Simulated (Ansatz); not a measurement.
Reaction (ligand exchange at the Si–C bond): `OC[SiH2]S` + `O[SiH2]O` → `O[SiH2]O[SiH2]S` + CH₃OH

Calculated with Ansatz (gas phase, PBE0-D4/def2-TZVP geometries, no zero-point term in ΔE). CBS: MP2 limit from def2 TZ/QZ plus the TZ coupled-cluster correction, frozen cores. This one scheme is used for every species. Functionals use def2-TZVPP. HSE06 is defined as in plane-wave codes. Each species was taken in one conformer, which may not be the lowest.

(1) Is it downhill or uphill in electronic energy at CCSD(T)/CBS, and by how much? (Estimate.)

(2) What do these levels give: BLYP-D4, HSE06-D4, ωB97X-V, HSE06, RPA@PBE/def2-TZVPP, HF/def2-TZVPP? (Best estimate.)

(3) What do rigid-rotor, harmonic-oscillator terms from PBE0-D4/def2-TZVP frequencies (298.15 K, 1 bar) make of the CCSD(T)/CBS value? (Best estimate.)

Largest T1 diagnostic among the species: 0.012.

Answers

(1) The calculation gave: Downhill: ΔE = -130.1 kJ/mol.

(2) Ansatz gave: BLYP-D4 -129.2, HSE06-D4 -122.6, ωB97X-V -127.6, HSE06 -119.6, RPA@PBE/def2-TZVPP -129.0, HF/def2-TZVPP -146.1 kJ/mol.

(3) Ansatz gave: ΔZPE = +3.8 kJ/mol, ΔH = -125.7 kJ/mol, ΔS = 6 J/(mol·K), ΔG = -127.5 kJ/mol. Modes under 50 cm⁻¹ make the entropy rough.

Leaving LDA and LC-ωPBE aside and taking each functional with its dispersion term where it has one, the values, not all of them listed here, spread over 25.0 kJ/mol, from BHLYP-D4 to PBE-D4. At CCSD(T), def2-SVP lies +3.6 kJ/mol from the extrapolated value and def2-TZVPP +0.4 kJ/mol.
